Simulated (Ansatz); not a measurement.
(NaNH2)2 ring (Na2N2H4). The state is a singlet with charge 0. Geometry PBE0-D4/def2-SVP, basis def2-TZVP, Ansatz.

```
atom   x (Å)   y (Å)   z (Å)
 Na1  -0.131  -1.415   0.067
  N2  -1.582   0.110  -0.768
 Na3   0.132   1.415  -0.069
  N4   1.582  -0.110   0.768
  H5  -2.505   0.217  -0.335
  H6  -1.822   0.085  -1.764
  H7   1.820  -0.085   1.764
  H8   2.506  -0.217   0.337
```

```csv
run,HOMO (eV),LUMO (eV)
A,-4.27,-0.50
B,-7.63,0.53
C,-8.01,0.59
D,-3.79,-0.64
E,-3.86,-1.20
F,-5.00,-0.31
```

LC-ωPBE has ω = 0.4 bohr⁻¹.

Problem. The runs used HF, LC-ωPBE, LDA (SPW92), r2SCAN, r2SCAN0, r2SCANh. Estimate which is which.

Solution. A r2SCANh (10 % exact exchange); B LC-ωPBE (range-separated); C HF (100 % exact exchange); D r2SCAN (0 % exact exchange); E LDA (SPW92) (0 % exact exchange); F r2SCAN0 (25 % exact exchange). Exact exchange lowers occupied and raises empty levels; among semilocal functionals meta-GGAs tend to open the gap a little, and such runs are hard to tell apart. The gap grows from 2.66 eV (LDA (SPW92)) to 8.60 eV (HF).
